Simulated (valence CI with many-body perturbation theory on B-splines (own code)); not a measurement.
**Energy levels of Au73+**

Computed by valence CI with perturbative core correlation (CI+MBPT): four valence electrons over a frozen Dirac-Fock core [He], radial functions for each j: 11 s, 11 p, 9 d, 7 f, 5 g, 2 h, 1 i, with the one-electron correlation potential Σ1, the two-electron term Σ2, the three-electron term Σ3, Breit, model QED; selected CI, second order for the rest (own B-spline code, finite nucleus).

No measured spectrum was set against this ion. As an estimate, large intervals hold to a few tenths of a per cent, small ones and those within an open d or f shell to about a per cent. Among the levels kept, up to 300 cm⁻¹ of a level comes from second order outside the variational space, and about a tenth of that is noise between levels of different J, which matters for small intervals.

Levels 46 to 90 of 116, with energies above the lowest level, (2s^2 2p1/2^2) J=0. "Leading %" is the weight of the configuration and term that name the level; weights of strongly mixed levels are sums over their largest components and can fall short. In the jj column 3d3/2^4 stands for four electrons in 3d with j = 3/2. Lifetimes count E1, E2, E3, M1 and M2 decay at the calculated energies, and are blank where another channel may lead or the interval is too uncertain; long ones can be off by a factor of two.

| No. | Configuration | Term | J | E (eV) | Leading % | g | Lifetime | Leading jj |
| --- | --- | --- | --- | --- | --- | --- | --- | --- |
| 46 | 2s2p²3s | ³P | 1 | 14384 | 65 | 1.535 | 2.31 fs | 2s 2p1/2 2p3/2 3s (98 %) |
| 47 | 2s2p²3s | ³D | 3 | 14393 | 64 | 1.410 | 4.23 fs | 2s 2p1/2 2p3/2 3s (100 %) |
| 48 | 2s2p²3s | ³P | 2 | 14423 | 38 | 1.198 | 2.38 fs | 2s 2p1/2 2p3/2 3s (100 %) |
| 49 | 2s2p²3p | ⁵P° | 1 | 14456 | 39 | 1.850 | 4.07 fs | 2s 2p1/2 2p3/2 3p1/2 (100 %) |
| 50 | 2s2p²3p | ⁵D° | 2 | 14467 | 45 | 1.319 | 2.16 fs | 2s 2p1/2 2p3/2 3p1/2 (100 %) |
| 51 | 2s2p²3s | ³P | 0 | 14483 | 100 |  | 2.08 fs | 2s 2p1/2 2p3/2 3s (100 %) |
| 52 | 2s2p²3s | ³D | 1 | 14485 | 46 | 0.847 | 2.13 fs | 2s 2p1/2 2p3/2 3s (100 %) |
| 53 | 2s2p²3s | ³P | 1 | 14492 | 74 | 1.476 | 4.83 fs | 2s 2p1/2 2p3/2 3s (99 %) |
| 54 | 2s2p²3s | ¹D | 2 | 14495 | 39 | 1.189 | 4.14 fs | 2s 2p1/2 2p3/2 3s (99 %) |
| 55 | 2s2p²3p | ³D° | 3 | 14498 | 32 | 1.190 | 1.51 fs | 2s 2p1/2 2p3/2 3p1/2 (100 %) |
| 56 | 2s2p²3p | ³P° | 2 | 14543 | 44 | 1.447 | 2.30 fs | 2s 2p1/2 2p3/2 3p1/2 (100 %) |
| 57 | 2s2p²3p | ³P° | 0 | 14578 | 50 |  | 1.47 fs | 2s 2p1/2 2p3/2 3p1/2 (100 %) |
| 58 | 2s2p²3p | ³D° | 1 | 14579 | 59 | 0.886 | 1.60 fs | 2s 2p1/2 2p3/2 3p1/2 (100 %) |
| 59 | 2s2p²3p | ³F° | 2 | 14581 | 44 | 0.900 | 2.40 fs | 2s 2p1/2 2p3/2 3p1/2 (100 %) |
| 60 | 2s2p²3p | ¹P° | 1 | 14636 | 29 | 1.119 | 2.20 fs | 2s 2p1/2 2p3/2 3p1/2 (99 %) |
| 61 | 2s²2p3p | ³D | 3 | 14804 | 99 | 1.304 | 69.2 fs | 2s^2 2p3/2 3p3/2 (99 %) |
| 62 | 2s²2p3p | ¹P | 1 | 14805 | 54 | 1.314 | 58.4 fs | 2s^2 2p3/2 3p3/2 (98 %) |
| 63 | 2p³3s | ³P° | 2 | 14810 | 48 | 1.471 | 5.34 fs | 2p1/2^2 2p3/2 3s (98 %) |
| 64 | 2p³3s | ¹P° | 1 | 14821 | 32 | 1.134 | 2.50 fs | 2p1/2^2 2p3/2 3s (97 %) |
| 65 | 2s²2p3p | ³P | 2 | 14838 | 65 | 1.299 | 62.5 fs | 2s^2 2p3/2 3p3/2 (98 %) |
| 66 | 2s²2p3p | ¹S | 0 | 14868 | 66 |  | 51.0 fs | 2s^2 2p3/2 3p3/2 (98 %) |
| 67 | 2s²2p3d | ³D° | 2 | 14902 | 50 | 1.021 | 462 as | 2s^2 2p3/2 3d3/2 (98 %) |
| 68 | 2p³3p | ³P | 1 | 14909 | 32 | 1.462 | 859 as | 2p1/2^2 2p3/2 3p1/2 (98 %) |
| 69 | 2p³3p | ³D | 2 | 14909 | 25 | 1.141 | 867 as | 2p1/2^2 2p3/2 3p1/2 (98 %) |
| 70 | 2s²2p3d | ³F° | 3 | 14911 | 53 | 1.053 | 501 as | 2s^2 2p3/2 3d3/2 (98 %) |
| 71 | 2s²2p3d | ³P° | 1 | 14916 | 55 | 1.057 | 394 as | 2s^2 2p3/2 3d3/2 (98 %) |
| 72 | 2s²2p3d | ³P° | 0 | 14921 | 98 |  | 505 as | 2s^2 2p3/2 3d3/2 (98 %) |
| 73 | 2s2p²3p | ⁵D° | 3 | 15027 | 50 | 1.475 | 14.8 fs | 2s 2p1/2 2p3/2 3p3/2 (99 %) |
| 74 | 2s²2p3d | ³F° | 4 | 15033 | 90 | 1.231 | 1.16 ps | 2s^2 2p3/2 3d5/2 (90 %) |
| 75 | 2s2p²3p | ³P° | 1 | 15039 | 28 | 1.551 | 2.25 fs | 2s 2p1/2 2p3/2 3p3/2 (99 %) |
| 76 | 2s²2p3d | ³P° | 2 | 15047 | 33 | 1.257 | 850 as | 2s^2 2p3/2 3d5/2 (73 %) |
| 77 | 2s2p²3p | ³D° | 2 | 15059 | 35 | 1.360 | 1.40 fs | 2s 2p1/2 2p3/2 3p3/2 (76 %) |
| 78 | 2s²2p3d | ³D° | 3 | 15067 | 63 | 1.207 | 311 as | 2s^2 2p3/2 3d5/2 (93 %) |
| 79 | 2s2p²3p | ³F° | 4 | 15071 | 57 | 1.297 | 157 fs | 2s 2p1/2 2p3/2 3p3/2 (90 %) |
| 80 | 2s2p²3p | ³P° | 0 | 15072 | 79 |  | 1.46 fs | 2s 2p1/2 2p3/2 3p3/2 (100 %) |
| 81 | 2s²2p3d | ¹P° | 1 | 15082 | 59 | 1.078 | 454 as | 2s^2 2p3/2 3d5/2 (96 %) |
| 82 | 2s2p²3p | ³P° | 2 | 15085 | 50 | 1.369 | 2.46 fs | 2s 2p1/2 2p3/2 3p3/2 (98 %) |
| 83 | 2s2p²3p | ³D° | 3 | 15099 | 52 | 1.258 | 1.96 fs | 2s 2p1/2 2p3/2 3p3/2 (96 %) |
| 84 | 2s2p²3p | ¹P° | 1 | 15102 | 41 | 1.127 | 1.36 fs | 2s 2p1/2 2p3/2 3p3/2 (97 %) |
| 85 | 2s2p²3d | ⁵F | 2 | 15117 | 44 | 1.137 | 1.50 fs | 2s 2p1/2 2p3/2 3d3/2 (100 %) |
| 86 | 2s2p²3d | ⁵D | 1 | 15121 | 47 | 1.143 | 1.83 fs | 2s 2p1/2 2p3/2 3d3/2 (100 %) |
| 87 | 2s2p²3d | ⁵D | 0 | 15124 | 82 |  | 6.08 fs | 2s 2p1/2 2p3/2 3d3/2 (100 %) |
| 88 | 2s2p²3d | ⁵F | 3 | 15128 | 47 | 1.143 | 1.59 fs | 2s 2p1/2 2p3/2 3d3/2 (99 %) |
| 89 | 2s2p²3p | ³D° | 2 | 15158 | 38 | 1.341 | 2.43 fs | 2s 2p1/2 2p3/2 3p3/2 (99 %) |
| 90 | 2s2p²3p | ³D° | 3 | 15161 | 47 | 1.162 | 3.11 fs | 2s 2p1/2 2p3/2 3p3/2 (99 %) |
